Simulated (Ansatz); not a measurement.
`[NH2][Zn][CH2]F` from Hartree–Fock to CCSD(T)

Cartesian coordinates in Å:
```
N 0.124 -1.315 -1.699
Zn 0.037 -0.178 -0.286
C -0.001 1.131 1.163
F -0.603 0.583 2.302
H 0.732 -2.120 -1.650
H -0.727 -1.586 -2.170
H -0.567 2.028 0.892
H 1.005 1.457 1.448
```

The species carries charge 0 and has multiplicity 1. For Zn the d shell is correlated and the shells below it are frozen. Scalar relativity is left out up to krypton. Geometry: relaxed with PBE0-D4/def2-TZVP. It is one conformer, not always the lowest. Frozen core, restricted reference, Ansatz 0.2.0.

```csv
basis,HF (Eh),MP2 corr.,CCSD corr.,(T),CCSD(T) total
def2-SVP,?,-0.80615,?,-0.02006,?
def2-TZVPP,-1971.94555,-1.15610,?,-0.03799,?
def2-QZVPP,-1971.99676,?,–,–,–
```

Problem. Fill in the withheld values. (Best estimate.)

Solution. Ansatz gave: def2-SVP HF (Eh): -1971.45625; def2-SVP CCSD corr.: -0.81072; def2-SVP CCSD(T) total: -1972.28703; def2-TZVPP CCSD corr.: -1.12504; def2-TZVPP CCSD(T) total: -1973.10858; def2-QZVPP MP2 corr.: -1.24385.
